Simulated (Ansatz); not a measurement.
A trace of molecular dynamics of a periodic cell of 14 atoms, LiH₈ClO₄ (contents 4 H2O + 1 Li + 1 Cl, density as packed 1.29 g/cm³ with natural masses).

Computed with DFT r2SCAN-D3(BJ), scalar-relativistic, plane waves, PAW (Ansatz). Settings: accuracy low, cutoff 500 eV, k mesh 1x1x1, fermi-dirac smearing 0.02 eV, no spin polarisation.

| Item | Value |
| --- | --- |
| ensemble | NVT, Nosé–Hoover chain |
| set temperature | 250 K |
| thermostat | time constant 200 fs, chain length 3 |
| seed | 340239 |

```csv
time (fs),T (K),potential energy less start (eV),conserved less start (meV/atom)
0.0,250,0.000,0.00
8.0,222,0.047,-0.02
16.0,254,-0.007,-0.06
24.0,274,-0.041,-0.08
32.0,255,-0.007,0.03
40.0,285,-0.059,-0.03
48.0,320,-0.119,-0.15
56.0,242,0.012,-0.03
64.0,218,0.054,0.00
72.0,223,0.045,0.03
80.0,270,-0.034,-0.03
88.0,325,-0.129,-0.11
96.0,292,-0.073,0.01
104.0,262,-0.023,-0.03
112.0,327,-0.134,-0.06
120.0,318,-0.119,0.03
128.0,320,-0.126,0.03
136.0,364,-0.204,-0.15
144.0,386,-0.245,-0.07
152.0,401,-0.273,0.07
160.0,380,-0.248,-0.08
168.0,352,-0.210,-0.11
176.0,277,-0.089,0.01
184.0,344,-0.210,0.04
192.0,423,-0.358,-0.15
200.0,355,-0.256,-0.10
```

Can this run be trusted? Judge the integration.

The conserved energy stayed within 0.18 meV per atom of its start (net change -0.1 meV per atom), so the integration is sound. The mean temperature of the second half is 38 % above the set value. A run of 0.2 ps of so small a system gives no equilibrium averages. Limits of this set-up: coarse k mesh, low accuracy level. The time step was 0.5 fs.

Time of the run: 26 min on 1 thread of Intel(R) Xeon(R) Processor @ 2.70GHz (shared host), peak memory 0.48 GiB.
